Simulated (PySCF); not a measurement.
C9H13N.

```xyz
23

C      1.4155    -2.0454     0.0000
C      0.0066    -1.4523     0.0000
C     -0.7310    -1.9407    -1.2552
C     -0.7310    -1.9407     1.2552
C      0.0285     0.0747     0.0000
C      1.2052     0.8281     0.0000
C      1.1334     2.2223     0.0000
N     -0.0045     2.9067     0.0000
C     -1.1307     2.1960     0.0000
C     -1.1678     0.8053     0.0000
H      1.9858    -1.7443    -0.8920
H      1.9858    -1.7443     0.8920
H      1.3557    -3.1442     0.0000
H     -1.7681    -1.5759    -1.2878
H     -0.7619    -3.0415    -1.2749
H     -0.2240    -1.5957    -2.1692
H     -0.7619    -3.0415     1.2749
H     -1.7681    -1.5759     1.2878
H     -0.2240    -1.5957     2.1692
H      2.1850     0.3498     0.0000
H      2.0582     2.8118     0.0000
H     -2.0675     2.7659     0.0000
H     -2.1360     0.2994     0.0000
```

Geometry: PBE0-D3(BJ)/def2-SVP.

These are HF/pcSseg-1 run with PySCF values and carry that method's errors. Non-relativistic, no solvent.

### Question
Give the absolute GIAO shielding of each atom: isotropic value and principal components (ppm). (The exact figures need the calculation; the answer reports its results.)

### Answer

```tsv
atom	σ(iso)	σ11	σ22	σ33	span
C1	163.2	152.6	153.0	184.1	31.5
C2	162.7	155.7	161.5	170.8	15.1
C3	159.1	140.7	151.1	185.4	44.7
C4	159.1	140.7	151.1	185.4	44.7
C5	20.7	-81.6	-39.5	183.1	264.7
C6	68.3	-46.3	70.4	180.9	227.1
C7	30.6	-93.0	29.8	155.1	248.1
N8	-92.9	-404.7	-184.6	310.8	715.5
C9	31.5	-92.9	32.0	155.3	248.2
C10	64.8	-52.5	66.0	181.0	233.5
H11	30.2	26.0	27.9	36.6	10.6
H12	30.2	26.0	27.9	36.6	10.6
H13	30.6	25.9	28.9	37.0	11.1
H14	30.2	25.0	29.3	36.2	11.2
H15	30.6	26.3	28.1	37.5	11.2
H16	30.7	26.9	28.4	36.7	9.8
H17	30.6	26.3	28.1	37.5	11.2
H18	30.2	25.0	29.3	36.2	11.2
H19	30.7	26.9	28.4	36.7	9.8
H20	24.6	19.6	22.9	31.4	11.8
H21	22.9	18.5	22.8	27.5	9.0
H22	22.9	18.5	22.7	27.5	9.0
H23	24.5	20.2	22.1	31.2	11.0
```
